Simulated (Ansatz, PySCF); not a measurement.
Dissociation curve of H4OSi, SMILES O[SiH3]. The Si1–H6 bond (Si1 also carries H, H, O; H6 carries nothing else) is stretched with both fragments frozen at the PBE0/def2-TZVP optimised geometry.

Computed with: UHF/cc-pVTZ (Ansatz, a program for electronic structure); RHF/cc-pVTZ (Ansatz); UKS-PBE = unrestricted PBE/cc-pVTZ (Ansatz); RKS-PBE = restricted PBE/cc-pVTZ in Ansatz; UKS-B3LYP/6-31G* = unrestricted B3LYP/6-31G*, spherical d in PySCF 2.14.0; RKS-B3LYP/6-31G* = restricted B3LYP/6-31G*, spherical d run with PySCF; UKS-B3LYP/3-21G = unrestricted B3LYP/3-21G in PySCF; RKS-B3LYP/3-21G = PySCF with restricted B3LYP/3-21G; UKS-B3LYP/LANL2DZ = unrestricted B3LYP/LANL2DZ, with its core potentials past Ne run with PySCF; RKS-B3LYP/LANL2DZ = PySCF with restricted B3LYP/LANL2DZ, with its core potentials past Ne.

Scanned distances (Å): 1.20, 1.28, 1.34, 1.43, 1.45, 1.49, 1.54, 1.58, 1.65, 1.71, 1.85, 2.03, 2.26, 2.50, 2.72, 3.01, 3.29, 3.71, 4.02, 4.53, 5.22.

Question: Where does the unrestricted solution first break spin symmetry (<S²> of 0.01 or more)?

Answer: UHF: between 2.03 and 2.26 Å; UKS-PBE: between 2.72 and 3.01 Å; UKS-B3LYP/6-31G*: between 2.50 and 2.72 Å; UKS-B3LYP/3-21G: between 2.50 and 2.72 Å; UKS-B3LYP/LANL2DZ: between 2.50 and 2.72 Å.

```
R / Å  <S²> UHF  E(RHF) − E(UHF) / eV  <S²> UKS-PBE  E(RKS-PBE) − E(UKS-PBE) / eV  <S²> UKS-B3LYP/6-31G*  E(RKS-B3LYP/6-31G*) − E(UKS-B3LYP/6-31G*) / eV  <S²> UKS-B3LYP/3-21G  E(RKS-B3LYP/3-21G) − E(UKS-B3LYP/3-21G) / eV  <S²> UKS-B3LYP/LANL2DZ  E(RKS-B3LYP/LANL2DZ) − E(UKS-B3LYP/LANL2DZ) / eV
-----  --------  --------------------  ------------  ----------------------------  ---------------------  ----------------------------------------------  --------------------  --------------------------------------------  ----------------------  ------------------------------------------------
1.20       0.00                 0.000          0.00                         0.000                   0.00                                           0.000                  0.00                                         0.000                    0.00                                             0.000
1.28       0.00                 0.000          0.00                         0.000                   0.00                                           0.000                  0.00                                         0.000                    0.00                                             0.000
1.34       0.00                 0.000          0.00                         0.000                   0.00                                           0.000                  0.00                                         0.000                    0.00                                             0.000
1.43       0.00                 0.000          0.00                         0.000                   0.00                                           0.000                  0.00                                         0.000                    0.00                                             0.000
1.45       0.00                 0.000          0.00                         0.000                   0.00                                           0.000                  0.00                                         0.000                    0.00                                             0.000
1.49       0.00                 0.000          0.00                         0.000                   0.00                                           0.000                  0.00                                         0.000                    0.00                                             0.000
1.54       0.00                 0.000          0.00                         0.000                   0.00                                           0.000                  0.00                                         0.000                    0.00                                             0.000
1.58       0.00                 0.000          0.00                         0.000                   0.00                                           0.000                  0.00                                         0.000                    0.00                                             0.000
1.65       0.00                 0.000          0.00                         0.000                   0.00                                           0.000                  0.00                                         0.000                    0.00                                             0.000
1.71       0.00                 0.000          0.00                         0.000                   0.00                                           0.000                  0.00                                         0.000                    0.00                                             0.000
1.85       0.00                 0.000          0.00                         0.000                   0.00                                           0.000                  0.00                                         0.000                    0.00                                             0.000
2.03       0.00                 0.000          0.00                         0.000                   0.00                                           0.000                  0.00                                         0.000                    0.00                                             0.000
2.26       0.17                 0.023          0.00                         0.000                   0.00                                           0.000                  0.00                                         0.000                    0.00                                             0.000
2.50       0.55                 0.332          0.00                         0.000                   0.00                                           0.000                  0.00                                         0.000                    0.00                                             0.000
2.72       0.75                 0.772          0.00                         0.000                   0.23                                           0.031                  0.25                                         0.036                    0.32                                             0.063
3.01       0.88                 1.406          0.46                         0.080                   0.57                                           0.231                  0.60                                         0.248                    0.64                                             0.309
3.29       0.94                 1.990          0.73                         0.271                   0.77                                           0.496                  0.79                                         0.526                    0.82                                             0.605
3.71       0.98                 2.750          0.92                         0.585                   0.92                                           0.894                  0.93                                         0.942                    0.94                                             1.029
4.02       0.99                 3.215          0.97                         0.786                   0.97                                           1.147                  0.97                                         1.202                    0.98                                             1.287
4.53       1.00                 3.824          1.00                         1.026                   0.99                                           1.461                  1.00                                         1.517                    1.00                                             1.598
5.22       1.00                 4.397          1.00                         1.209                   1.00                                           1.711                  1.00                                         1.756                    1.00                                             1.839
```
